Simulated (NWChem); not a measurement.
# CH$_{3}$F$_{3}$OSi; SMILES CO[Si](F)(F)F

```xyz
9

C     -0.0734     2.3330     0.0015
O      0.6459     1.1205     0.0007
Si     0.0592    -0.3821     0.0002
F     -0.8528    -0.6712    -1.2795
F      1.2789    -1.4026    -0.0029
F     -0.8483    -0.6739     1.2826
H     -0.7086     2.4219     0.8979
H     -0.7073     2.4237    -0.8957
H      0.6500     3.1597     0.0028
```
Atoms are numbered in this order, from 1.

Computed with NWChem. Pople sets run with spherical d functions. All runs use the structure optimised with PBE0/def2-SVP. Atomic charges in e: unrestrained fits to the electrostatic potential beside Mulliken populations; buried atoms are poorly determined by the fit.

Predict the results for Hartree-Fock/6-31G*. Quantities: ESP C1; Mulliken C1; ESP O2; Mulliken O2; ESP Si3; Mulliken Si3; ESP F4; Mulliken F4; ESP F5; Mulliken F5; relative RMS misfit of the potential (%).


```json
{
  "ESP C1": "0.26",
  "Mulliken C1": "-0.16",
  "ESP O2": "-0.60",
  "Mulliken O2": "-0.74",
  "ESP Si3": "1.46",
  "Mulliken Si3": "1.90",
  "ESP F4": "-0.39",
  "Mulliken F4": "-0.52",
  "ESP F5": "-0.39",
  "Mulliken F5": "-0.51",
  "relative RMS misfit of the potential (%)": "20"
}
```
